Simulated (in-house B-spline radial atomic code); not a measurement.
Configurations of Mn²⁺, with energies counted from [Ar] 3d5. Level of theory: Dirac-Hartree-Fock, average of configuration, Fermi nucleus of rms radius 3.7057 fm; calculated with a radial B-spline atomic code at the basis-set limit. Energies include first-order Breit, QED and recoil terms.

Occupations are held fixed; configurations that lie above the ionisation limit could autoionise.

| configuration | E - E(ref) (eV) | highest orbital | its <r> (bohr) |
| --- | --- | --- | --- |
| [Ar] 3d4 4s1 | 5.5829 | 4s1/2 | 2.568 |
| [Ar] 3d4 4p1 | 11.316 | 4p3/2 | 3.035 |
| [Ar] 3d4 4f1 | 22.574 | 4f5/2 | 5.933 |
| [Ar] 3d4 5f1 | 25.338 | 5f5/2 | 10.39 |
| [Ar] 3d4 6g1 | 26.863 | 6g9/2 | 14.66 |
| [Ne] 3s2 3p5 3d6 | 52.197 | 3d5/2 | 1.117 |
| [Ne] 3s2 3p5 3d5 5s1 | 71.225 | 5s1/2 | 5.371 |
| [Ne] 3s2 3p5 3d5 5f1 | 77.838 | 5f5/2 | 10.38 |
| [Ne] 3s2 3p5 3d5 6g1 | 79.367 | 6g9/2 | 14.66 |
| [Ne] 3s2 3p5 3d5 7f1 | 80.255 | 7f5/2 | 22.32 |
| [Ne] 3s2 3p5 3d5 7g1 | 80.27 | 7g9/2 | 21.16 |

Q: Order these further configurations by energy, lowest first.
A. [Ar] 3d4 6p1
B. [Ar] 3d4 5g1
C. [Ar] 3d4 5p1
D. [Ne] 3s2 3p5 3d5 5g1
E. [Ar] 3d4 5s1

A: E (18.751 eV), C (20.706 eV), A (24.458 eV), B (25.366 eV), D (77.871 eV).

Q: How far above the reference does [Ar] 3d4 7p1 lie?

A: 26.358 eV; its least bound orbital is 7p3/2 with <r> = 15.41 bohr.

Q: How far above the reference does [Ar] 3d4 7s1 lie?

A: 25.866 eV; its least bound orbital is 7s1/2 with <r> = 13.96 bohr.

Q: How far above the reference does [Ar] 3d4 7f1 lie?

A: 27.752 eV; its least bound orbital is 7f5/2 with <r> = 22.34 bohr.

Q: One of these lies 79.35 eV from the reference. Which?
A. [Ne] 3s2 3p5 3d5 4s1
B. [Ne] 3s2 3p5 3d5 6f1
C. [Ne] 3s2 3p5 3d5 4f1

A: B.
